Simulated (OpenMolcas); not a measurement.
**Exact exchange and the dipole moment of SnH2F**

SnH2F has 4 atoms, charge 0, and is taken as a doublet. As SMILES, `[F][SnH2]`. The coordinates come from a PBE0-D4/def2-TZVP relaxation.

The dipole moment y, in D, basis def2-TZVPP with a core potential; a is the functional's share of exact exchange. Programs: OpenMolcas 26.06.

| functional | program | a | y (D) |
| --- | --- | --- | --- |
| UBLYP | OpenMolcas | 0 | 2.50 |
| UPBE | OpenMolcas | 0 | 2.48 |
| UB3LYP | OpenMolcas | 0.2 | ? |
| UPBE0 | OpenMolcas | 0.25 | 2.70 |
| UBHLYP | OpenMolcas | 0.5 | 2.92 |

**Question.** Fit y = c + s·a to the known rows and predict UB3LYP.

**Answer.** 
1. Means of the 4 rows: a = 0.1875, y = 2.650.
2. Σ(Δa)² = 0.17188, Σ(Δa·Δy) = 0.1475, so the slope is 0.1475/0.17188 = 0.85816.
3. Intercept: 2.650 − (0.85816) × 0.1875 = 2.489. The largest residual of the fit is 0.011.
4. UB3LYP: 2.489 + (0.85816) × 0.2 = 2.66 D.

The run gave 2.70 D, so the prediction is off by -0.04 D, more than the largest residual. More exact exchange makes the molecule more polar here. The rows mix families of semi-local functionals, which the line can't see.
